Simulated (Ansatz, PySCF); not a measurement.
Energy difference R1 → P1 + P2, each structure at its B3LYP-D3(BJ)/def2-TZVP stationary point, reached from a drawn start (curvature not checked).
R1, Cl3Zr (SMILES [Cl][Zr]([Cl])[Cl]) (charge 0, multiplicity 2, Z-matrix in Å and degrees):
```
Zr
Cl 1 2.3436
Cl 1 2.3436 2 120.00
Cl 1 2.3436 2 120.00 3 179.99
```
P1, Cl2Zr (SMILES [Cl][Zr][Cl]) (charge 0, multiplicity 1):
```xyz
3

Zr     0.00307     0.00416    -0.65624
Cl     2.09442    -0.00586     0.33780
Cl    -2.09739     0.00170     0.31844
```
P2: Cl atom, charge 0, multiplicity 2.

| level | reaction energy (eV) |
|---|---|
| HF/def2-SVP | 5.447 |
| HF/def2-TZVPP | 5.403 |
| HF/def2-QZVPP | 5.428 |
| SVWN5/def2-TZVPP | 6.319 |
| BLYP/def2-TZVPP | 5.657 |
| revPBE/def2-TZVPP | 5.857 |
| B3LYP/def2-TZVPP | 5.731 |
| PBE0/def2-TZVPP | 5.985 |
| BHLYP/def2-TZVPP | 5.732 |
| M06-2X/def2-TZVPP | 5.843 |
| CAM-B3LYP/def2-TZVPP | 5.781 |
| wB97M-V/def2-TZVPP | 5.756 |
| B2PLYP/def2-TZVPP | 5.820 |
| MP2/def2-TZVPP | 6.060 |
| SCS-MP2/def2-TZVPP | 5.841 |
| SCS-MP2/def2-QZVPP | 5.915 |
| CCSD/def2-QZVPP | 5.639 |
| CCSD(T)/def2-SVP | 5.424 |
| CCSD(T)/def2-TZVPP | 5.528 |
| CCSD(T)/def2-QZVPP | 5.624 |

P less R. No zero-point or thermal terms; singlets are restricted closed shells; open shells are unrestricted; no spin–orbit coupling. The spin states of the d-block species are the ones drawn and need not be the lowest.

Frozen-core correlation throughout.

Programs: Ansatz (an electronic-structure program); PySCF for M06-2X. Each number belongs to the level named beside it. Elements past Kr take the def2 small-core potentials, without spin–orbit coupling.
